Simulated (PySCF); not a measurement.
## Exercise with solution: chemical shift, span and skew from a shielding tensor

Zn(Br)(NH2) (BrH2NZn), SMILES [NH2][Zn][Br]. Atoms are numbered in the order given.

```xyz
5

Zn     0.8307    -0.0201     0.0000
Br    -1.4208     0.0060     0.0000
N      2.6538     0.1319     0.0000
H      3.1162    -0.2654    -0.8187
H      3.1162    -0.2654     0.8187
```

The structure is a stationary point at B3LYP-D3(BJ)/def2-SVP. The values are those of a single conformer.

GIAO shieldings from HF/pcSseg-1 run with PySCF, non-relativistic, no solvent. The symmetric part of the tensor of N3 has the principal values 263.9, 305.7, 333.6 ppm. The same nucleus in NH3 has σ = 267.3 ppm at this level (PySCF, at its B3LYP-D3(BJ)/def2-TZVP geometry). Without spin–orbit terms, shifts of atoms bonded to Cl or Br come out too high.

Q: Work out the isotropic shielding, the ¹⁵N shift against NH3, the span and the skew.

A: 
σ(iso) = (σ11 + σ22 + σ33)/3 = 301.1 ppm. δ = σ(ref) − σ(iso) = 267.3 − (301.1) = -33.8 ppm.
Span Ω = σ33 − σ11 = 69.7 ppm. Skew κ = 3(σ(iso) − σ22)/Ω = -0.20. Tumbling in solution averages the tensor to δ; in a static solid the shielding alone would spread this spin-1/2 line over Ω.
